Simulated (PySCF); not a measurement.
From one molecule to another.

First species: C₅H₇N₃O.
Numbering: `[CH3:1][CH2:2][n:3]1[n:4][cH:5][c:6]([CH:7]=[O:8])[n:9]1` (hydrogens: H10, H11, H12 on C1; H13, H14 on C2; H15 on C5; H16 on C7)

Structure used (GFN2-xTB), in Å, numbered top down from 1:
```
atom  x, y, z in Å
C1    -2.4764    0.2120    0.7212
C2    -1.6041   -0.7476   -0.0824
N3    -0.2500   -0.2746   -0.1309
N4     0.1583    0.5784   -1.0449
C5     1.4221    0.8127   -0.7477
C6     1.7474    0.0540    0.3952
C7     2.9976   -0.0537    1.1264
O8     4.0132    0.5322    0.8503
N9     0.6436   -0.6184    0.7453
H10   -2.1052    0.2959    1.7395
H11   -3.4979   -0.1553    0.7499
H12   -2.4691    1.1972    0.2619
H13   -1.9648   -0.8193   -1.1105
H14   -1.5903   -1.7351    0.3826
H15    2.0362    1.4736   -1.3212
H16    2.9320   -0.7430    1.9889
```

Second species: C4H7FS.
Geometry (GFN2-xTB, Å), atoms numbered from 1 in this order:
```xyz
13
C4H7FS angstrom
C      1.714    0.287   -0.217
C      0.347    0.632    0.329
C     -0.521   -0.562    0.752
C     -1.658   -0.330   -0.239
F     -2.850   -0.058    0.366
S     -0.863    1.145   -0.974
H      2.194    1.176   -0.621
H      1.634   -0.451   -1.012
H      2.337   -0.117    0.579
H      0.417    1.413    1.088
H     -0.025   -1.521    0.609
H     -0.878   -0.497    1.780
H     -1.851   -1.117   -0.973
```

Levels: CAM-B3LYP/def2-SVPD for dipole moment, HOMO energy, LUMO energy, HOMO–LUMO gap, static isotropic polarisability and electronic spatial extent ⟨r²⟩ about the centre of nuclear charge; TDDFT CAM-B3LYP/def2-SVPD for lowest singlet excitation; TDA CAM-B3LYP/def2-SVPD for lowest triplet excitation (Tamm–Dancoff); GFN2-xTB for rotational constant A and rotational constant C. Geometries: GFN2-xTB. Each species is one conformer at its optimised geometry, gas phase, non-relativistic unless stated; the electronic structure was computed with PySCF and density fitting.

Dipoles, sizes and rotational constants follow the conformer. The torsions of the flexible species, by atom-mapped SMILES:
- `[CH3:1][CH2:2][n:3]1[n:4][cH:5][c:6]([CH:7]=[O:8])[n:9]1`: C1–C2–N3–N4 -86°, C5–C6–C7–O8 0°

Values for the first species:

* Dipole moment: 4.19 D
* HOMO energy: -9.26 eV
* LUMO energy: -0.62 eV
* HOMO–LUMO gap: 8.64 eV
* Lowest singlet excitation: 3.99 eV
* Lowest triplet excitation (Tamm–Dancoff): 3.43 eV
* Static isotropic polarisability: 83.2 au
* Electronic spatial extent ⟨r²⟩ about the centre of nuclear charge: 1363 bohr²
* Rotational constant A: 5.185 GHz
* Rotational constant C: 0.841 GHz

Question: Estimate the same properties for the second species, and the change in each.

Answer: 
```json
{"property": "dipole moment", "first": "4.19 D", "second": "2.80 D", "second less first": "-1.39 D"}
{"property": "HOMO energy", "first": "-9.26 eV", "second": "-8.25 eV", "second less first": "+1.01 eV"}
{"property": "LUMO energy", "first": "-0.62 eV", "second": "0.66 eV", "second less first": "+1.28 eV"}
{"property": "HOMO–LUMO gap", "first": "8.64 eV", "second": "8.91 eV", "second less first": "+0.27 eV"}
{"property": "lowest singlet excitation", "first": "3.99 eV", "second": "4.82 eV", "second less first": "+0.83 eV"}
{"property": "lowest triplet excitation (Tamm–Dancoff)", "first": "3.43 eV", "second": "4.35 eV", "second less first": "+0.92 eV"}
{"property": "static isotropic polarisability", "first": "83.2 au", "second": "66.9 au", "second less first": "-16.3 au"}
{"property": "electronic spatial extent ⟨r²⟩ about the centre of nuclear charge", "first": "1363 bohr²", "second": "713 bohr²", "second less first": "-650 bohr²"}
{"property": "rotational constant A", "first": "5.185 GHz", "second": "5.447 GHz", "second less first": "+0.262 GHz"}
{"property": "rotational constant C", "first": "0.841 GHz", "second": "1.738 GHz", "second less first": "+0.897 GHz"}
```

On the first: The vertical singlet–triplet gap S1 − T1 is 0.56 eV (TDDFT singlet less Tamm–Dancoff triplet; S1: HOMO→LUMO, weight 0.93; T1: HOMO→LUMO, weight 0.91). The 8 singlets span 3.99 to 7.30 eV, and their oscillator strengths add up to 0.62.

On the second: In wavenumbers S1 is 38900 cm⁻¹ (1 eV = 8065.54 cm⁻¹). The principal polarisabilities are 57.5, 69.1 and 74.0 au; their mean is the isotropic value.
